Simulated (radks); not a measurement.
Results of a calculation; reference values are marked as such.
Isoelectronic series with 29 electrons, all held in the configuration [Ar] 3d10 4s1, which need not be the ground one along the series. Level of theory: Dirac Kohn-Sham, PBE, spin-unpolarised, spherical densities, finite nucleus; Fermi nuclear charge, rms radius of each element as measured or else 0.836 A^(1/3) + 0.57 fm (a radial shooting solver on a logarithmic mesh with Libxc functionals). Total energies (hartree) and orbital eigenvalues (hartree):

| ion | E (hartree) | 4s1/2 | 3d5/2 |
|---|---|---|---|
| Cu | -1654.89433 | -0.16941 | -0.18127 |
| Zn+ | -1795.71193 | -0.51437 | -0.72087 |
| Ga2+ | -1943.02252 | -0.95794 | -1.43936 |
| Ge3+ | -2096.80006 | -1.48653 | -2.30965 |
| As4+ | -2257.03851 | -2.09353 | -3.31801 |
| Se5+ | -2423.74166 | -2.77522 | -4.45654 |
| Br6+ | -2596.92066 | -3.52929 | -5.72026 |
| Kr7+ | -2776.59072 | -4.35426 | -7.10590 |
| Rb8+ | -2962.77069 | -5.24912 | -8.61114 |
| Sr9+ | -3155.48178 | -6.21322 | -10.23431 |
| Zr11+ | -3560.59372 | -8.34748 | -13.82971 |
| Nb12+ | -3773.04678 | -9.51719 | -15.80022 |
| Mo13+ | -3992.13548 | -10.75515 | -17.88508 |
| Tc14+ | -4217.89324 | -12.06135 | -20.08378 |
| Ru15+ | -4450.34823 | -13.43584 | -22.39593 |
| Rh16+ | -4689.53768 | -14.87874 | -24.82119 |
| Pd17+ | -4935.49419 | -16.39017 | -27.35927 |
| Ag18+ | -5188.25620 | -17.97033 | -30.00994 |
| Cd19+ | -5447.85845 | -19.61942 | -32.77300 |
| In20+ | -5714.34579 | -21.33769 | -35.64828 |
| Sn21+ | -5987.75502 | -23.12541 | -38.63563 |
